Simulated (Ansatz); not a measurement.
Harmonic frequencies (cm⁻¹) at PBE0-D4/def2-TZVP from Ansatz: 125, 162, 207, 324, 407, 532, 586, 598, 710, 789, 816, 850, 954, 958, 1110, 1295, 1320, 1444, 1452, 1530, 1925, 1927, 2132, 3042, 3108, 3131, 3678.

Each molecule was computed in one conformer, which needn't be the lowest.

**Question.** Which molecule is it?
A. `NC[CH2][ZnH]`
B. `[CH3][AlH][BH]N`
C. `CN[BH][AlH2]`
D. `CB[NH][AlH2]`

**Answer.** D.
